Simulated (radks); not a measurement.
Values are calculated unless marked as measured or tabulated.
All-electron atom: Br II in [Ar] 3d10 4s2 4p3 7f1 (not the ground configuration).

Code: a radial shooting solver on a logarithmic mesh with Libxc functionals. Model: scalar-relativistic Kohn-Sham, BLYP, spin-unpolarised, spherical densities, finite nucleus; Fermi nuclear charge, rms radius 4.1629 fm.

Energy parts (eV):
total: -70901.799
kinetic: 72439.893
electron-nucleus: -170222.197
Hartree: 29379.994
exchange-correlation: -2499.489

Orbitals (lengths in bohr, moments of r in powers of bohr; r(max) is where P^2 peaks; r(90%) holds 90 % of the orbital's charge):
| orbital | occ. | eigenvalue (eV) | r(90%) | <1/r> | r(max) |
|---|---|---|---|---|---|
| 1s | 2 | -13344.20 | 0.0764 | 35.66 | 0.02791 |
| 2s | 2 | -1756.290 | 0.293 | 7.897 | 0.1592 |
| 2p | 6 | -1552.073 | 0.270 | 7.730 | 0.1274 |
| 3s | 2 | -260.4604 | 0.821 | 2.594 | 0.4839 |
| 3p | 6 | -195.9916 | 0.862 | 2.442 | 0.4809 |
| 3d | 10 | -89.2919 | 0.971 | 2.155 | 0.4303 |
| 4s | 2 | -40.3831 | 2.34 | 0.8372 | 1.385 |
| 4p | 3 | -26.7508 | 2.78 | 0.7068 | 1.577 |
| 7f | 1 | -1.0525 | 38.7 | 0.05064 | 32.25 |

The highest occupied level is 7f at -1.052 eV. Summed over all electrons, <r^2> = 942.2 bohr^2, which gives a Langevin (diamagnetic) susceptibility term of -746 x 10^-6 cm^3/mol. The electron density at the nucleus is 4.501e+04 e/bohr^3 (large components only).
